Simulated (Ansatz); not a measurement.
Mulliken charges of AlCl2GeH3 (`[Cl][Al]([Cl])[GeH3]`) from PBE/def2-TZVPP in Ansatz (PBE0-D4/def2-TZVP geometry).

```tsv
atom	x (Å)	y (Å)	z (Å)	charge (e)
Cl1	-0.424	-2.652	1.313	-0.203
Al2	0.620	-0.950	0.693	0.486
Cl3	2.635	-0.825	1.233	-0.199
Ge4	-0.498	0.806	-0.607	-0.103
H5	-1.058	0.220	-1.915	0.005
H6	-1.679	1.384	0.192	0.005
H7	0.465	1.950	-0.955	0.009
```

Problem. By hand: the dipole of these point charges (1 e Å = 4.8032 D).

Solution. Σ q r = (-0.095, 0.183, -0.130) e Å, of length 0.244 e Å = 1.17 D.

Problem. How does the dipole of the full density compare? (Estimate.)

Solution. Computed: (-0.118, 0.202, -0.146) e Å, 1.32 D; the point charges give 0.89 times that, at 2° from its direction.

Point charges leave out the atoms' own dipoles, such as those of lone pairs, and Mulliken's split depends on the basis, so the close match here is no proof of good charges.
